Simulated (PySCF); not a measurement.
Compound: C7H9FN (doublet state).
Numbering: `[CH3:1][C@@H:2]1[CH:3]=[CH:4][C:5]([NH2:6])=[CH:7][C:8]1[F:9]` (hydrogens: H10, H11, H12 on C1; H13 on C2; H14 on C3; H15 on C4; H16, H17 on N6; H18 on C7)

Geometry (GFN2-xTB, Å), atoms numbered from 1 in this order:
```xyz
18
C7H9FN angstrom
C     -2.313   -0.556   -0.727
C     -1.257   -0.005    0.262
C     -0.625    1.239   -0.278
C      0.678    1.314   -0.636
C      1.570    0.235   -0.457
N      2.871    0.305   -0.914
C      1.089   -0.940    0.160
C     -0.209   -1.032    0.522
F     -0.644   -2.147    1.166
H     -1.842   -0.781   -1.681
H     -3.097    0.180   -0.886
H     -2.757   -1.464   -0.329
H     -1.792    0.217    1.201
H     -1.277    2.088   -0.413
H      1.067    2.231   -1.058
H      3.522   -0.350   -0.511
H      3.241    1.231   -1.061
H      1.763   -1.759    0.364
```

The hyperfine couplings belong to this conformer and change with its torsions.

Theory: UKS B3LYP, pcH-1 on C F H N, non-relativistic, mean-field spin-orbit, GIAO in PySCF. Isolated species at its GFN2-xTB geometry, gas phase. The geometry wasn't refined by DFT: couplings that depend on bond lengths, twists or pyramidal angles can differ widely from those at the functional's own minimum. Stability of the SCF solution: not tested. ⟨S²⟩ is 0.777 where a pure state has 0.75.

Principal values of hyperfine tensors in MHz (contact and dipolar terms together), for some of the nuclei:

| atom | isotope | A1 | A2 | A3 |
| --- | --- | --- | --- | --- |
| H13 | 1H | 97.01 | 99.75 | 103.09 |
| C1 | 13C | 87.93 | 87.97 | 103.88 |
| F9 | 19F | -38.12 | -19.53 | 202.02 |
| C8 | 13C | 7.52 | 8.57 | 101.82 |
| C5 | 13C | -0.72 | 0.73 | 117.21 |
| C3 | 13C | 3.36 | 5.47 | 98.04 |
| C7 | 13C | -54.50 | -24.42 | -21.96 |
| C2 | 13C | -30.12 | -29.58 | -28.97 |

(1) Give the isotropic coupling of each nucleus in MHz and in mT (g = 2.0031), and the anisotropic part.

(2) What spin density at the nucleus of C5 lies behind its contact coupling (g_N = 1.40482)?

(3) C4 (13C, g_N = 1.40482) isn't in the table. Its spin density at the nucleus is -0.02924 bohr⁻³. What is its contact coupling?

(4) Name the largest traceless tensor T of the table and describe it.

(5) In a single crystal, with the field along each principal axis of the tensor of H13 in turn, what first-order splitting does this nucleus give (isotropic g, quadrupole terms neglected)?

Answers

(1) a_iso = (A1 + A2 + A3)/3, Ti = Ai − a_iso; 1 mT corresponds to 28.035 MHz.

| atom | a_iso (MHz) | a_iso (mT) | T1 | T2 | T3 |
| --- | --- | --- | --- | --- | --- |
| H13 | 99.95 | 3.565 | -2.95 | -0.20 | 3.14 |
| C1 | 93.26 | 3.327 | -5.34 | -5.29 | 10.62 |
| F9 | 48.12 | 1.717 | -86.24 | -67.65 | 153.89 |
| C8 | 39.31 | 1.402 | -31.79 | -30.73 | 62.52 |
| C5 | 39.07 | 1.394 | -39.79 | -38.34 | 78.13 |
| C3 | 35.62 | 1.271 | -32.27 | -30.15 | 62.41 |
| C7 | -33.63 | -1.199 | -20.87 | 9.21 | 11.66 |
| C2 | -29.56 | -1.054 | -0.57 | -0.02 | 0.59 |

(2) a_FC = 800.24 MHz bohr³ × g_N × ρ(0)/(2S). With a_FC = 39.07 MHz and 2S = 1, ρ(0) = 0.03476 bohr⁻³.

(3) By the same relation, a_FC = -32.9 MHz. Its full tensor has the principal values -51.36, -25.17, -22.10 MHz.

(4) F9: -86.2, -67.7, 153.9 MHz, rhombic: the two smaller values differ by 12 % of the largest.

(5) 2 lines (I = 1/2), spaced by |A_i|/(g × 13.996): 3.46, 3.56, 3.68 mT along the axes of A1, A2 and A3.

Time: 2.0 min of wall time (grids of density and orbitals included); peak memory 1.1 GiB. Hardware: one thread of an Arm Neoverse V1, shared host with 32 logical CPUs at a one-minute load of 18.

The SMILES draws the unpaired electron on C8; the largest computed Mulliken spin population is on C5 (0.44 against 0.33).
